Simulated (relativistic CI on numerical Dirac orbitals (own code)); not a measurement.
Slater and spin-orbit integrals, Tb+

Method of calculation: Dirac-Coulomb-Breit CI, separate exchange-only KLI orbitals for each configuration, model QED (radiative potential, 1s self-energy scaled to tabulated hydrogen-like ionisation energies), valence Slater integrals scaled by 0.85, P86 correlation energy added to each configuration (own radial code, finite nucleus).

Slater integrals F^k, G^k are unscaled and averaged over j, outside the closed core [Xe]; ζ comes from projecting the Hamiltonian with its Breit term on Σ l·s of the shell.

- 4f9 6s: F^2(4f,4f) = 107100, F^4(4f,4f) = 66583, F^6(4f,4f) = 47735, ζ(4f) = 1611.7, G^3(4f,6s) = 2480.7 cm⁻¹; <r>(4f) = 0.8962, <r^2>(4f) = 1.103, <r>(6s) = 3.884, <r^2>(6s) = 17.01 (bohr units).
- 4f9 6p: F^2(4f,4f) = 107470, F^4(4f,4f) = 66817, F^6(4f,4f) = 47904, ζ(4f) = 1603.2, F^2(4f,6p) = 5427.5, G^2(4f,6p) = 1420.4, G^4(4f,6p) = 1254.7, ζ(6p) = 1434 cm⁻¹; <r>(4f) = 0.8915, <r^2>(4f) = 1.081, <r>(6p) = 5.019, <r^2>(6p) = 28.28 (bohr units).
- 4f8 6s2: F^2(4f,4f) = 115790, F^4(4f,4f) = 72391, F^6(4f,4f) = 52010, ζ(4f) = 1706.5 cm⁻¹; <r>(4f) = 0.8318, <r^2>(4f) = 0.903 (bohr units).

For a near-neutral ion this model can misplace configurations by up to about 10,000 cm⁻¹ (more where the count of f electrons changes) and terms by 10 to 25 % of their spread. Rates follow the energies as ν³ (E1, M1) or ν⁵ (E2), so they and the lifetimes can be off by large factors. The fine structure of a lone outer electron comes out too small, for d and f at times inverted, and misplaced configurations move strength between like terms. 4 of the 21 excited levels that our extract of the measured tables holds in this range could be paired (the sources list more); they are missed by 2855 cm⁻¹ on average and 3062 at most, and levels without a partner can miss by more. Some levels of the ground configuration have no partner and can miss by 10 % or more. The computed lowest level isn't the tabulated ground level, which NIST ASD gives as 4f9 (6H*<15/2>) 6s<1/2> (15/2,1/2)°8.

Averages of the first 5 configurations, taken without configuration mixing, which lowers the lowest level and can move excited configurations by several eV; other configurations of the list can lie among them:

```tsv
Configuration	Parity	States	Average energy above the lowest level (eV)
4f9 6s	odd	4004	7.2
4f9 6p	even	12012	10.2
4f8 6s2	even	3003	8.4
4f9 7s	odd	4004	12.9
4f9 8s	odd	4004	15.1
```
